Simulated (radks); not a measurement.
The numbers below are computed, except where a source is named.
Question: Valence configurations of the praseodymium ion Pr2+ (all share [Xe]). Level of theory: Dirac Kohn-Sham, PBE, spin-unpolarised, spherical densities, finite nucleus; open shells are shared between the two j in proportion to 2j + 1; Fermi nuclear charge, rms radius 4.8919 fm (a radial shooting solver on a logarithmic mesh with Libxc functionals). Order these by energy: 4f1 6s2; 4f1.5 6s1.5; 4f2 6p1; 4f2.5 6s0.5; 4f2 6s1; 4f3; 4f2.5 6p0.5; 4f2 5d1.

Answer: From the lowest, in eV above it: 4f3 0.000; 4f2.5 6s0.5 0.962; 4f2 5d1 2.179; 4f2.5 6p0.5 2.831; 4f2 6s1 3.439; 4f2 6p1 7.393; 4f1.5 6s1.5 7.637; 4f1 6s2 13.740. NIST lists [Xe] 4f3 as the ground configuration; this level of theory agrees among the configurations tried. The energies are those of spherical spin-averaged densities, not of single terms.
